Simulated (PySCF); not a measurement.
# Electronic absorption of C4H8BFO2

Species: C4H8BFO2.
Atom-mapped SMILES: `[CH3:1][B:2]1[O:3][CH2:4][CH:5]([F:6])[CH2:7][O:8]1` (hydrogens: H9, H10, H11 on C1; H12, H13 on C4; H14 on C5; H15, H16 on C7)

Level of theory: PySCF, TDDFT PBE0/def2-SVPD, vertical, gas phase, core orbitals frozen in the response. The structure is a single PBE0-D3(BJ)/def2-SVP conformer in the gas phase; no vibrational or solvent corrections.

Task: What does the calculation give for the low-lying excited states?

Result: 

```
state  λ (nm)  E (eV)       f  |μ| (D)     main configurations (H = HOMO, L = LUMO)
   S1   162.3    7.64  0.0001     0.05                       H→L (70%), H-1→L (25%)
   S2   161.5    7.68  0.0003     0.10                       H-1→L (70%), H→L (24%)
   S3   156.2    7.94  0.0019     0.25                                  H→L+1 (80%)
   S4   150.3    8.25   0.032     1.02                                H-1→L+1 (88%)
   S5   149.9    8.27  0.0046     0.38                   H→L+2 (73%), H-1→L+2 (18%)
   S6   149.3    8.30   0.015     0.70                                  H-2→L (93%)
   S7   146.9    8.44   0.020     0.79                   H-1→L+2 (76%), H→L+2 (19%)
   S8   142.7    8.69   0.033     1.00                     H-3→L (83%), H→L+3 (11%)
   S9   140.6    8.82   0.023     0.83                 H-2→L+1 (50%), H-2→L+2 (27%)
  S10   139.2    8.91   0.041     1.10  H-2→L+2 (39%), H-3→L+1 (25%), H-2→L+1 (17%)
```

Triplets, Tamm–Dancoff:

| state | E (eV) | λ (nm) | main configurations (H = HOMO, L = LUMO) |
| --- | --- | --- | --- |
| T1 | 7.35 | 168.7 | H-1→L+1 (44%), H-1→L (18%), H→L+1 (10%) |
| T2 | 7.51 | 165.1 | H→L (77%), H-1→L (9%) |
| T3 | 7.57 | 163.7 | H-1→L (61%), H-1→L+1 (22%) |
| T4 | 7.72 | 160.6 | H→L+1 (72%), H-1→L+1 (12%) |

The lowest singlet lies at 7.64 eV (162 nm, vacuum ultraviolet) and is dark (f under 0.0005); its leading configuration is HOMO→LUMO (70%). The most intense listed level is S10 at 8.91 eV (139 nm, f = 0.041), 1.27 eV above S1. It is the last of those listed, so stronger ones may follow. Löwdin shares by element: HOMO oxygen 49%, carbon 21% or more (atoms not listed hold the other 30%); LUMO boron 44%, carbon 11% or more, oxygen 6% or more (atoms not listed hold the other 39%). Of the 10 states listed, 6 reach f = 0.01 and 2 stay under 0.0005. The oscillator strengths of these states sum to 0.172; summed over the whole spectrum of an exact calculation they would give the number of electrons, 62 (Thomas–Reiche–Kuhn). The listed states span 1.27 eV, and the widest gap between neighbours is 0.31 eV (S3 to S4). The vertical ionisation energy (ΔSCF) is 10.62 eV, 1.72 eV above S10. Only the lowest 10 singlets were computed, as vertical energies without vibronic structure.

Hardware: one thread of an Arm Neoverse V1, no GPU (shared host). Cost: 5.0 min, 1.1 GiB resident at most.

Without π bonds the low states are Rydberg-like; a valence basis with one diffuse set may place them up to an eV too high.
